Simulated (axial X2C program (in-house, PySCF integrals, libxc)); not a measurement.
## Density and ELF of KTe⁺

All values were computed with an in-house relativistic program for diatomic molecules. Two-component (2c) means X2C with spin–orbit coupling and atomic mean-field two-electron Coulomb and Gaunt terms. Basis: Te dyall-cv3z [11s12p8d4f1g], K dyall-cv3z [11s12p6d3f] (cores contracted in-house); Gaussian nuclei, density fitting, unrestricted open shells. Masses: Te 129.906 u, K 38.964 u.

PBE0, with spin–orbit coupling, state Ω = 1 (⟨Sz⟩ = 0.85, ⟨Lz⟩ = 0.15 at PBE0); Te at z = 0, K at z = 3.620 Å.

The maps cover the half plane through the axis: z from -2.4 to 6.0 Å along the bond, ρ from 0.15 to 2.25 Å away from it (steps of 0.3 Å, the bottom row nearest the axis).

log10 of the density in e/bohr³:

digits 0 to 9 span -6.24 to 1.83 evenly
```
22333344444333332222222211000
23334444444444333333333222100
33344455555444433344444332210
33445555555554444445554433211
34455566666555444555655543321
34455666766655545566666554321
34556677877665555667776654322
44556678987665555677977654332
```

Electron localisation function (collinear form, no current term, damped to 0 at low density):

digits 0 to 9 span 0.00 to 1.00 evenly
```
00001122222210000000000000000
00013444444432100000000000000
00245666666654200000110000000
02467777777776400013432100000
13678875456787400146776310000
25788732223688500478888631000
36888526762488501688378752000
36888345754388501781818862000
```

Axial spin density in 10⁻³ e/bohr³:

digits 0 to 9 span -3.92 to 3.92 evenly, values beyond are clipped
```
55555556666555555555555555555
55555678887655555444555555555
55556799999865554444555555555
55557999999975544445555445555
44557999999985444445555444555
44446999999964444454455444455
44432492929612334454454444445
44310030944000234444444444445
```

The state is one determinant whose occupation by symmetry is held fixed; it was picked as the lowest of a PBE0 search that is not exhaustive. Density functionals use the spin component along the axis (collinear). PBE0 can misorder states that lie within some tenths of an eV, so this need not be the ground state of the molecule. The nearest other 2c determinant of the search, Ω = 2, lies 0.21 eV up at the distance of the search. With several unpaired electrons one determinant need not be a pure state. Open-shell Ω = 0 determinants with evenly filled partner blocks cannot be reached by this program, so the Ω shown need not be the lowest component. This is the Ω = 1 component of a π² triplet; the 0⁺ component is not one determinant and can lie lowest.
